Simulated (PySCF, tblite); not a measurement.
Isomers of [C7H17NP]+ (charge +1), one GFN2-xTB conformer each. Single-point energies are computed at PBE0/pcSseg-1 (PySCF, gas phase, no added dispersion term), electronic only.

Task: Rank them by PBE0/pcSseg-1 energy, lowest first (kJ/mol).
A. `[CH3:1]/[CH:2]=[CH:3]\[P+:4]([CH3:5])([CH3:6])[N:7]([CH3:8])[CH3:9]` (charge +1) with C2–C3–P4–C5 179°, C3–P4–N7–C8 47°
B. `[CH3:1][N:2]([CH3:3])[P+:4]([CH3:5])([CH3:6])[CH:7]1[CH2:8][CH2:9]1` (charge +1) with C1–N2–P4–C5 49°, N2–P4–C7–C8 -78°

Result: A (0.0), B (16.6).

As drawn, the higher has a three-membered ring, which the lower lacks. Neighbours under 21 kJ/mol apart (C/C=C\[P+](C)(C)N(C)C and CN(C)[P+](C)(C)C1CC1) can change places with a better method, another conformer or zero-point energy. GFN2-xTB itself gives, in the same order: 2.6, 0.0. GFN2-xTB puts CN(C)[P+](C)(C)C1CC1 lowest instead.

Task: Which frontier levels and rotational constants go with these structures?

Result: 
| SMILES | HOMO (eV, PBE0/pcSseg-1) | LUMO (eV) | A, B, C (MHz) |
| --- | --- | --- | --- |
| C/C=C\[P+](C)(C)N(C)C | -11.32 | -5.04 | 1571, 1154, 976.6 |
| CN(C)[P+](C)(C)C1CC1 | -11.29 | -3.19 | 1753, 1089, 967.6 |

Task: What happens when harmonic zero-point energies from GFN2-xTB frequencies are added?

Result: 
```json
{"SMILES": "C/C=C\\[P+](C)(C)N(C)C", "ZPE (kJ/mol)": "588.9", "electronic (kJ/mol)": "0.0", "with ZPE (kJ/mol)": "0.0"}
{"SMILES": "CN(C)[P+](C)(C)C1CC1", "ZPE (kJ/mol)": "593.6", "electronic (kJ/mol)": "16.6", "with ZPE (kJ/mol)": "21.3"}
```

The zero-point energies span 4.7 kJ/mol. The order is unchanged.

Task: As an exercise, what shares would exp(−E/RT) give at 2000 K from these electronic energies alone (no entropy, no degeneracies)?

Result: RT = 16.629 kJ/mol: C/C=C\[P+](C)(C)N(C)C 73.1 %, CN(C)[P+](C)(C)C1CC1 26.9 %.
